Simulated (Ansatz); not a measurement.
Cd₁₂H₃₂S₁₂⁻. The state is a doublet with charge -1. Geometry PBE-D4/def2-SVP, loosely relaxed, that of the neutral singlet.

```xyz
56

Cd   -0.7785    4.4617   -0.6012
Cd   -5.0065    2.1121    0.6937
Cd   -2.2860   -3.5691   -3.6281
Cd    3.5476    2.2977   -1.9888
Cd    0.4180   -2.5902   -5.2945
Cd   -0.7217    0.8853   -1.9586
Cd   -0.8366    0.9971    2.2973
Cd   -1.2085   -2.2746    0.4561
Cd    2.4088   -1.3865    0.4447
Cd    2.7448    2.5643    2.5519
Cd    1.9418   -4.3712   -2.6726
Cd    1.5360   -2.3040    3.6180
S    -2.5467    2.4364   -0.9303
S     0.9625    2.9285   -2.0995
S     0.3169    3.3044    1.5151
S    -1.1895   -0.8589   -3.6766
S    -3.5736   -1.4887   -0.5507
S    -0.5183   -3.8325   -1.4547
S     2.6585    0.0237   -3.4322
S     3.4439    1.1197    0.3694
S     3.5846   -2.5730   -1.4633
S     0.1710   -0.1568    0.1584
S    -0.9768   -2.9650    2.8687
S     1.4462    0.4590    3.5428
H    -1.0744    6.0982   -0.9354
H    -3.4748    4.0189    2.4928
H    -4.6189    0.5008    1.1636
H    -5.7081    3.6137    0.3490
H    -1.0243   -3.8624   -4.8885
H    -3.8822   -3.7061   -3.0722
H     4.8395    3.1430   -2.6968
H     0.6535   -1.8918   -6.8350
H    -2.4000    0.8301    2.9524
H    -1.0619   -0.5875    6.0723
H     3.7954    3.6612    3.3113
H     1.0922    3.5236    6.0483
H     1.5906   -3.0999   -3.9571
H     2.3197   -6.0165   -2.4344
H     2.5012   -2.3645    1.9636
H     2.0869   -2.9057    5.1211
H    -3.1483    2.9229   -2.0537
H    -3.1142    3.3930    2.7598
H     0.8397    3.4331   -3.3588
H    -0.0655    4.1899    2.4795
H    -1.9790   -0.1973   -4.5676
H    -4.3774   -2.4506   -0.0153
H    -4.0262   -0.4850    0.3679
H    -0.8498   -5.0466   -0.9349
H     3.0732    0.3642   -4.6870
H     3.6817   -0.8685   -3.2189
H     4.7874    1.0349    0.5906
H     4.2947   -3.4211   -0.6663
H    -0.5439   -1.1538    6.1222
H    -1.5892   -1.8451    3.3561
H     0.6153    3.1489    5.5697
H     1.2293    0.8066    4.8366
```

In the def2 sets Cd takes a core potential; there is no spin–orbit coupling. Single mean-field runs in def2-TZVP are fitted with def2-universal-jkfit. The geometry of the charge -1 doublet is only loosely relaxed. In the doublet geometry the species has come apart into loosely held pieces.

**Question.** Estimate the α-spin orbital energies around the gap (eV) in Ansatz with PBE-D4/def2-TZVP, PBE0-D4/def2-TZVP, ωB97X-V/def2-TZVP.

**Answer.** 
```
orbital  PBE-D4/def2-TZVP  PBE0-D4/def2-TZVP  ωB97X-V/def2-TZVP
 HOMO−5             -3.88              -4.99              -7.22
 HOMO−4             -3.83              -4.94              -7.11
 HOMO−3             -3.81              -4.91              -7.07
 HOMO−2             -3.69              -4.79              -6.98
 HOMO−1             -3.67              -4.77              -6.73
   HOMO             -0.14              -0.20              -1.09
   LUMO              0.13               0.87               2.52
 LUMO+1              0.25               0.90               2.62
 LUMO+2              0.39               1.12               2.85
 LUMO+3              0.60               1.39               3.15
 LUMO+4              0.68               1.44               3.20
 LUMO+5              0.69               1.49               3.30
 β HOMO             -3.65              -4.73              -6.65
 β LUMO             -0.04               0.75               2.49
```
